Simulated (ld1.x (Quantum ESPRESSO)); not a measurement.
**Wu–Cohen ultrasoft dataset for iridium, scalar-relativistic all-electron reference.**

Ir (Z = 77), ultrasoft, made with ld1.x (Quantum ESPRESSO) 7.5 (Wu–Cohen, scalar-relativistic). Core [Xe] 4f14, reference 5d7 6s1.75 6p0.25. Waves: 6s (bound): rcut 2.35, rcutus 2.60 bohr; 6s channel at 0.55 Ry: rcut 2.35, rcutus 2.60 bohr; 6p (bound): rcut 3.65, rcutus 3.90 bohr; 6p channel at 1.3 Ry: rcut 3.65, rcutus 3.90 bohr; 5d (bound): rcut 1.15, rcutus 1.40 bohr; 5d channel at 0.05 Ry: rcut 1.15, rcutus 1.40 bohr. Local part: all-electron potential smoothed inside 3.25 bohr (lloc = -1). Core correction: Bessel-smoothed model core, default radius (core density twice the valence density). Augmentation charge: PSQ, inside the norm-conserving radii.

All-electron outer shells of the reference configuration (Wu–Cohen, scalar-relativistic, ld1.x):

| shell | level (eV) | outermost node (bohr) | outermost maximum (bohr) |
| --- | --- | --- | --- |
| 4f | -62.75 | – | 0.39 |
| 5p | -55.23 | 0.54 | 1.01 |
| 5d | -7.65 | 0.59 | 1.31 |
| 6s | -6.75 | 1.17 | 2.38 |
| 6p | -1.43 | 1.39 | 3.38 |

Problem. Estimate the cutoffs (Ry, on a coarse ladder) from which the occupation-weighted sum of valence levels, in a spherical-Bessel basis at the reference potential, stays within 10 and 1 mRy of its value at 400 Ry.

Solution. 50 Ry and 90 Ry.

Problem. What does a ghost test show?

Solution. No extra level below or beside the all-electron valence levels (s, p, d, f tested).

Problem. Is the overlap operator S = 1 + Σ q|β⟩⟨β| positive definite (Bessel basis up to 400 Ry)?

Solution. Yes: its lowest eigenvalue is 0.34 (s channel).

Problem. Which valence shell sets the plane-wave cutoff?

Solution. 5d: its level needs 50 Ry to come within 1 mRy, against 6 Ry for 6s.

Problem. Tests: 5d7 6s2 6p0; 5d7 6s1 6p0; 5d7 6s0 6p0; 5d7 6s0 6p2; 5d7.5 6s1.5 6p0; 5d6 6s2 6p1; 5d7 6s1.5 6p0. Which has the largest error in its energy relative to the reference configuration, and how large is it?

Solution. 5d6 6s2 6p1, with -60 meV (all-electron minus pseudo) on +5.90 eV.
